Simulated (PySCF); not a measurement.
# Name the molecule from its bond curve

A diatomic of charge +1 contains Cs. Its doublet curve at PBE0 in a double-zeta basis (scalar-relativistic core potentials, PySCF), in eV from the separated fragments:

```json
{"R (Å)": "2.777", "E (eV)": "-0.072"}
{"R (Å)": "2.906", "E (eV)": "-0.136"}
{"R (Å)": "3.035", "E (eV)": "-0.168"}
{"R (Å)": "3.132", "E (eV)": "-0.178"}
{"R (Å)": "3.229", "E (eV)": "-0.179"}
{"R (Å)": "3.326", "E (eV)": "-0.176"}
{"R (Å)": "3.455", "E (eV)": "-0.165"}
{"R (Å)": "3.616", "E (eV)": "-0.148"}
{"R (Å)": "3.810", "E (eV)": "-0.126"}
{"R (Å)": "4.069", "E (eV)": "-0.099"}
```

The fit gives ωe = 101 cm⁻¹ and the rotational constant Bₑ = 0.09866 cm⁻¹.

Which atom is the partner?

The minimum lies at 3.206 Å, so the reduced mass is 16.8576 u Å² cm⁻¹/(Bₑ·Re²) = 16.62 u. With Cs at 132.91 u the partner weighs about 19.0 u: F. The molecule is CsF⁺.

Spin–orbit coupling is left out. The state is the lowest determinant that a PBE0 search found; another state may lie lower at other levels.
